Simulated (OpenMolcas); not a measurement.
Co4+: ligand-field states by method

Co4+ with its 6 nearest fluoride ions at 1.827 Å, on the Ge site of Cs2GeF6 (a = 9.021 Å, distance in the model lattice 1.804 Å). The rest of the host is ab initio model potentials to 7.6 Å and point charges beyond; the distance is set by hand and nothing relaxes. Ligand basis ANO-RCC-VDZP.
```
Co    0.0000    0.0000    0.0000
F     1.8270    0.0000    0.0000
F     0.0000    1.8270    0.0000
F    -1.8270    0.0000    0.0000
F     0.0000   -1.8270    0.0000
F     0.0000    0.0000    1.8270
F     0.0000    0.0000   -1.8270
```

```
Program             : OpenMolcas
Basis               : ANO-RCC-VDZP [5s4p2d1f]
Scalar Hamiltonian  : DKH2, point nucleus
Active space        : 5 electrons in 5 orbitals (3d)
State averaging     : 2S+1 = 6 even, 1 root; 2S+1 = 4 even, 24 roots; 2S+1 = 2 even, 75 roots
Spin-orbit coupling : RASSI with atomic mean-field integrals over the reference wave functions
```

I. CASSCF
II. SS-CASPT2, IPEA 0.25 Eh, imaginary shift 0.1 Eh (closed shells correlated: 3s 3p and the ligand valence shells)

Spin-free states (labels of O, the rotations of Oh) in cm-1, each column counted from its own energy of the first state listed:

```tsv
State	Degeneracy	I	II
6A1	1	0	0
2S+1 = 4	3	15545	-5090
2T2	3	18809	-18710
2S+1 = 4	3	22946	-1270
2S+1 = 4	1	28997	11540
2S+1 = 2	3	29710	-640
4E	2	30960	7410
```

II puts a state of multiplicity 2 lowest, 19000 cm-1 below that state.

From I to II, I's first state of another spin (2S+1 = 4) moves from 15545 to -5090 cm-1, by about -21000 cm-1. In II another state of that kind comes below it.

χT at 300 K: I 4.38, II 0.80 cm3 K/mol.

Roots that are degenerate in the reference are averaged as groups; the widest CASPT2 spread within a group is 3300 cm-1 (the 3-fold group of multiplicity 2 near 68200 cm-1 above the lowest state of its run, II). Shifts and gaps below about the spread of the groups concerned are not significant. Over all roots computed the reference weight is 0.52 to 0.65 in II; the roots of lowest weight are the least certain, and an intruder state may touch them. The least metal-like active orbital is 71 % on the metal (Löwdin) and no ligand orbital is active, so the numbers are rough. Ligand-to-metal charge-transfer states are missing. With no ligand orbital active B as a rule stays too high, so bands that hang on it stand too high and its fall with covalency is understated. Without dynamic correlation the repulsion within the d shell is too large (B by tens of per cent), so at a given field states of lower spin stand too high (holds for I). CASSCF with metal d orbitals alone favours high spin, so a ground state of lower spin is not ruled out (holds for I). With metal d orbitals alone and no dynamic correlation 10Dq can be off by a tenth to a fifth, either way, in oxide and fluoride hosts (holds for I). An orbital triplet at a regular site is open to Jahn-Teller coupling, which can distort the site and quench the lowest spin-orbit gaps and is left out (holds for II). With one d shell and no ligand orbital active, 10Dq can be off by a tenth or more (holds for II). No measured value stands beside these numbers; the geometry was set by hand and not optimised.
